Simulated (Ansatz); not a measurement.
La₂F₆. The state is a singlet with charge 0. Geometry PBE0-D4/def2-SVP.

```xyz
8

La   -0.797   -1.595   -0.713
La    0.795    1.596    0.714
F    -0.505    0.716   -1.038
F     0.489   -0.713    1.048
F     0.257   -2.847   -2.086
F    -0.245    2.872    2.077
F    -2.775   -2.211   -0.185
F     2.780    2.182    0.183
```

In the def2 sets La takes a core potential; there is no spin–orbit coupling. No other spin state of charge 0 was run. The structure comes from a short search, and lower isomers may exist.

(1) Estimate the orbital energies around the gap (eV) in Ansatz with PBE-D4/def2-TZVP, BLYP-D4/def2-TZVP, r2SCAN-D4/def2-TZVP, PBE0-D4/def2-SVP, PBE0-D4/def2-TZVP.

Answers

(1) 
| orbital | PBE-D4/def2-TZVP | BLYP-D4/def2-TZVP | r2SCAN-D4/def2-TZVP | PBE0-D4/def2-SVP | PBE0-D4/def2-TZVP |
| --- | --- | --- | --- | --- | --- |
| HOMO−13 | -10.17 | -10.12 | -10.67 | -12.03 | -12.27 |
| HOMO−12 | -9.98 | -9.92 | -10.46 | -11.83 | -12.05 |
| HOMO−11 | -9.24 | -9.15 | -9.63 | -10.98 | -11.20 |
| HOMO−10 | -9.22 | -9.13 | -9.61 | -10.96 | -11.18 |
| HOMO−9 | -9.05 | -8.96 | -9.45 | -10.76 | -10.98 |
| HOMO−8 | -8.95 | -8.87 | -9.35 | -10.66 | -10.87 |
| HOMO−7 | -8.92 | -8.84 | -9.33 | -10.62 | -10.87 |
| HOMO−6 | -8.92 | -8.84 | -9.32 | -10.61 | -10.85 |
| HOMO−5 | -8.68 | -8.60 | -9.08 | -10.34 | -10.59 |
| HOMO−4 | -8.63 | -8.56 | -9.03 | -10.29 | -10.53 |
| HOMO−3 | -8.53 | -8.45 | -8.92 | -10.21 | -10.42 |
| HOMO−2 | -8.47 | -8.40 | -8.86 | -10.14 | -10.36 |
| HOMO−1 | -8.36 | -8.29 | -8.76 | -10.04 | -10.26 |
| HOMO | -8.31 | -8.24 | -8.70 | -9.96 | -10.19 |
| LUMO | -2.43 | -2.44 | -1.97 | -1.62 | -1.72 |
| LUMO+1 | -2.06 | -2.05 | -1.67 | -1.25 | -1.33 |
| LUMO+2 | -1.31 | -1.22 | -1.03 | -0.40 | -0.51 |
| LUMO+3 | -1.19 | -1.13 | -0.82 | -0.33 | -0.49 |
| LUMO+4 | -1.11 | -1.02 | -0.80 | -0.15 | -0.29 |
| LUMO+5 | -0.80 | -0.72 | -0.44 | -0.03 | 0.00 |
